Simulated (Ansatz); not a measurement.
cerium atom (Ce), triplet (typed; the unrestricted solution is spin-contaminated) (core potentials on Ce). Base run: HF/def2-SVP in Ansatz (a quantum-chemistry and plane-wave program).

The Ansatz input:
Ansatz 0.2 input:
```yaml
crystal:
  periodic: [false, false, false]
  atoms:
    - {symbol: Ce, position_ang: [0.00000000, 0.00000000, 0.00000000]}
basis:
  gaussian:
    orbitals: def2-SVP
hamiltonian:
  xc: hf
magnetization: {spin_polarized: true, initial_magnetization: 2}
```

Each row names what was changed in the base input (with any setting that the change needs).

```tsv
change	basis functions	E (Eh)	core-seconds (rough)
base	78	-473.51947	20
basis = def2-SV(P)	?	?	20
basis = def2-TZVP	93	-473.52739	40
basis = def2-TZVPP	102	-473.53014	90
basis = def2-QZVP	121	-473.53418	70
basis = def2-QZVPP	141	-473.53467	100
```

Q: Fill in the missing entries.

A: 
- basis = def2-SV(P), basis functions: 69
- basis = def2-SV(P), E (Eh): -473.51888

Totals compare only among sets that treat the same electrons; sets with core potentials leave the core out.
